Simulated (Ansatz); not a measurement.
C4H10N, SMILES CCNC[CH2], multiplicity 2.

Coordinates come from a B3LYP-D3(BJ)/def2-SVP optimisation. The isomer is the one that the SMILES or the coordinates give; other isomers of the formula were not compared. One conformer was computed; it need not be the lowest.

Two levels are set side by side: PBE/def2-TZVPD (Ansatz, a program for electronic structure) and PBE0/def2-TZVPD (Ansatz). Energy differences of separate SCF runs at the same geometry; the states with an electron removed or added have multiplicity 1 and 1. Differences are taken from unrounded values.

```csv
quantity,PBE0
vertical ionisation energy (eV),8.14
```

Q: What does PBE give, and how far is it from PBE0? (An estimate is asked for; the answer gives what the named calculation found.)

A: 
| quantity | PBE | PBE minus PBE0 |
|---|---|---|
| vertical ionisation energy (eV) | 7.74 | -0.40 |
